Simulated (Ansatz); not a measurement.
CH5FN2OW (`C[N]=[W]([NH2])(=[O])[F]`). The species carries charge 0 and has multiplicity 1. W takes the def2 core potential.

```json
{"atom": "C1", "x (Å)": "0.553", "y (Å)": "0.644", "z (Å)": "1.883"}
{"atom": "N2", "x (Å)": "0.409", "y (Å)": "-0.038", "z (Å)": "0.647"}
{"atom": "W3", "x (Å)": "-0.455", "y (Å)": "-0.873", "z (Å)": "-0.619"}
{"atom": "N4", "x (Å)": "-0.136", "y (Å)": "0.175", "z (Å)": "-2.222"}
{"atom": "O5", "x (Å)": "-2.133", "y (Å)": "-0.896", "z (Å)": "-0.290"}
{"atom": "F6", "x (Å)": "0.206", "y (Å)": "-2.627", "z (Å)": "-0.766"}
{"atom": "H7", "x (Å)": "1.207", "y (Å)": "0.079", "z (Å)": "2.555"}
{"atom": "H8", "x (Å)": "1.014", "y (Å)": "1.623", "z (Å)": "1.717"}
{"atom": "H9", "x (Å)": "-0.412", "y (Å)": "0.796", "z (Å)": "2.379"}
{"atom": "H10", "x (Å)": "0.549", "y (Å)": "0.909", "z (Å)": "-2.304"}
{"atom": "H11", "x (Å)": "-0.802", "y (Å)": "0.209", "z (Å)": "-2.980"}
```

**Question.** What are the harmonic wavenumbers in cm⁻¹ at PBE0-D4/def2-TZVP (Ansatz, finite differences of forces, unscaled)? (Best estimate.)

**Answer.** Ansatz gave: 89, 120, 123, 192, 220, 238, 331, 359, 412, 490, 650, 665, 701, 727, 1015, 1111, 1115, 1371, 1439, 1470, 1475, 1556, 3017, 3086, 3091, 3582, 3686.

**Question.** Is this a minimum?

**Answer.** Yes, all 27 modes are real.

**Question.** Give the ideal-gas thermochemistry at 298.15 K and 1 bar (rigid rotor, harmonic oscillator; point group C1, symmetry number 1).

**Answer.** Zero-point energy 193.4 kJ/mol; H(298) − E = 218.0 kJ/mol; entropy 384.7 J/(mol·K), of which translation 178.4, rotation 116.8, vibration 89.4; G(298) − E = 103.3 kJ/mol. Modes under 100 cm⁻¹ are hindered rotations or soft bends, so the harmonic entropy is rough.

**Question.** Rotational constants (cm⁻¹)?

**Answer.** 0.1029, 0.06062, 0.05597.
